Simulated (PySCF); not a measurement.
## How methods differ on the ionisation energy of Ga²⁺

Ga²⁺ [Ar] 3d10 4s1 (2S) → Ga³⁺ [Ar] 3d10 (1S), as a difference of total energies. Computed with PySCF 2.14 in cc-pVDZ-DK (5s4p2d, 27 functions), with scalar relativity by spin-free X2C-1e. The calculations carry no spin-orbit coupling.

```json
{"method": "UHF", "ionisation energy (eV)": "29.698"}
{"method": "BP86", "ionisation energy (eV)": "31.547"}
{"method": "M06-L", "ionisation energy (eV)": "30.656"}
```

Question: Which method comes closest to the reference value, and which is furthest?

Answer: The reference is 30.726 eV (measured; NIST Atomic Spectra Database, ionization energies). Closest: M06-L (error -0.070 eV); furthest: UHF (error -1.028 eV).
